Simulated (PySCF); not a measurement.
Electron correlation in B²⁺ (boron, charge +2)

[He] 2s1, 2S determinant. All numbers are calculated (PySCF 2.14, the non-relativistic Hamiltonian (point nucleus), in def2-QZVPPD (8s4p4d2f1g, 63 functions)). Frozen: nothing; 3 electrons correlated.

```
  level  correlation energy (mhartree)
   CCSD                         -18.57
    (T)                          -0.01
CCSD(T)                         -18.58
```

Diagnostics: T1 = 0.00067, D1 = 0.0012, largest double amplitude 0.008.

Q: Is a single reference adequate?

A: Yes: T1 lies below 0.03 and no double amplitude reaches 0.07.

This basis was not built for core-valence correlation, so the inner-shell part is incomplete.
